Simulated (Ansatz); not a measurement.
Saddle point of GaH3Cl2O, singlet (GaHCl₂O ([OH][Ga]([Cl])[Cl]) + H₂ → GaHCl₂ ([Cl][GaH][Cl]) + H₂O (still joined by a long Ga–O bond); bonds formed: Ga1–H6, O2–H5; bonds broken: H5–H6; bonds weakened to dative contacts: Ga1–O2), PBE0-D4/def2-TZVP structure:

| atom | x (Å) | y (Å) | z (Å) |
| --- | --- | --- | --- |
| Ga1 | -0.6063 | 0.3004 | 0.0631 |
| O2 | 1.2911 | 0.1659 | -0.1468 |
| Cl3 | -1.6834 | -0.1794 | -1.7112 |
| Cl4 | -1.2902 | 1.7729 | 1.4260 |
| H5 | 0.7505 | -0.8494 | 0.4911 |
| H6 | -0.0783 | -1.2048 | 0.9151 |
| H7 | 1.6165 | -0.0057 | -1.0373 |

Energies are electronic, without zero-point energy. Barriers and step energies count from the start structure reached by relaxing down the imaginary mode; all methods use the PBE0-D4 structures, on which another method's saddle can fall below an end. Program: Ansatz 0.2.0. Basis: def2-TZVPP, with def2-QZVPP for the basis limit. Cores are frozen in the correlated methods. Filled d shells of the heavier atoms are correlated. The def2 sets are not built for correlating such inner shells, so the correlated values are less sure here. B3LYP uses VWN-RPA correlation. Extrapolation: Hartree–Fock as exp(−7.88 √X), correlation as X^−2.97.

| method | barrier (kJ/mol) | step energy (kJ/mol) |
| --- | --- | --- |
| SPW92 | ? | -59.6 |
| PBE-D4 | 79.8 | -38.3 |
| BLYP-D4 | 95.8 | -29.8 |
| r2SCAN-D4 | 85.7 | -40.7 |
| B97M-V | 90.7 | -48.9 |
| PBE0-D4 | 86.6 | -46.9 |
| B3LYP-D4 | 98.9 | -38.6 |
| r2SCAN0-D4 | ? | -47.4 |
| BHLYP-D4 | 107.5 | -47.3 |
| CAM-B3LYP-D4 | 97.0 | -44.7 |
| wB97X-V | ? | -42.9 |
| wB97M-V | 98.9 | -45.9 |
| B2PLYP | 102.2 | -36.0 |
| PBE-QIDH | 95.0 | -45.5 |
| RPA on PBE | 103.7 | -34.5 |
| HF | 137.9 | -46.3 |
| MP2 | 102.8 | -33.9 |
| CCSD | 108.2 | -41.6 |
| CCSD(T) | 102.9 | -38.7 |

Problem. Fill in the withheld barriers. (An estimate is asked for; the value comes from the calculation.)

Solution. The calculation gives: wB97X-V 100.0; SPW92 48.2; r2SCAN0-D4 90.9 kJ/mol. Each is the energy of the saddle less that of the start structure, by the same method.

For comparison, the barrier by CCSD(T) at an estimated basis limit (MP2 extrapolated from triple and quadruple zeta, plus CCSD(T) − MP2 in triple zeta) is 104.0 kJ/mol.

The T1 diagnostic stays at or below 0.012.

Labels in which every atom is bracketed show which atoms are joined, not bond orders.

For scale, one of the runs: CCSD(T)/def2-TZVPP, 205 basis functions, launched by `ansatz run in.yaml --threads 4 --pin off --events-out ev --progress --plain --max-ram 9574MiB`. Time: 86 s of wall clock on 4 CPU threads of an Arm Neoverse V2; the host was shared. Peak host memory: 2.6 GiB.
